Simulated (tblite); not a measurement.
Species: C₂H₈BrGeSi (doublet state).
Cartesian coordinates in Å at the GFN2-xTB level; atoms count from 1:
```xyz
13
C2H8BrGeSi angstrom
C     -1.526    0.841    0.350
Si    -0.737   -0.847    0.024
C      0.868   -0.659   -0.996
Ge     2.452    0.045    0.091
Br     1.964    2.319    0.397
H     -2.493    0.722    0.832
H     -0.910    1.459    0.998
H     -1.684    1.395   -0.571
H     -1.613   -1.695   -0.801
H     -0.421   -1.545    1.278
H      1.167   -1.626   -1.396
H      0.733    0.014   -1.844
H      2.194   -0.423    1.620
```

All values are computed: GFN2-xTB (tblite) harmonic vibrations without scaling, gas phase. This tight-binding method is rough: wavenumbers can miss measured ones by several per cent, in bad cases by 10 to 20. Modes of hydrogen on germanium and silicon can be 10 to 20 % off. One conformer, not necessarily the lowest. Open shells enter through the occupations alone, without spin polarisation, and single modes of such species can be off by tens of per cent. The optimisation stopped once no atom felt more than 0.01 eV/Å.

Lowest wavenumbers of the output (negative numbers stand for imaginary wavenumbers):
```
mode    cm-1
  1     -22.8
  2      52.4
  3      97.1
  4     131.6
  5     138.7
  6     205.1
  7     256.9
  8     396.3
  9     455.6
 10     510.7
 11     554.4
 12     573.8
 13     627.1
 14     676.5
 15     711.4
```

**Question.** Is this structure a minimum?

**Answer.** Not by this Hessian. 1 mode is imaginary beyond 20i (23i cm⁻¹), so at this level the point lies at or near a first-order saddle. The curvature is small, so loose convergence or finite differences may be the whole cause.

**Question.** Which atoms move in the imaginary mode?

**Answer.** 23i: C1 (carbon bonded to Si and 3 H) 31 %, Si2 (silicon bonded to 2 C and 2 H) 14 %, Ge4 (germanium bonded to Br, C and H) 11 %, H7 (hydrogen on carbon) 11 %. These are shares of the mass-weighted motion.

**Question.** What is the remedy?

**Answer.** Step along that mode in both directions, optimise again with tighter thresholds and repeat the frequencies. The zero-point energy of this point (53.1 kcal/mol) counts the 32 real modes alone, and thermal corrections from it aren't those of a minimum.
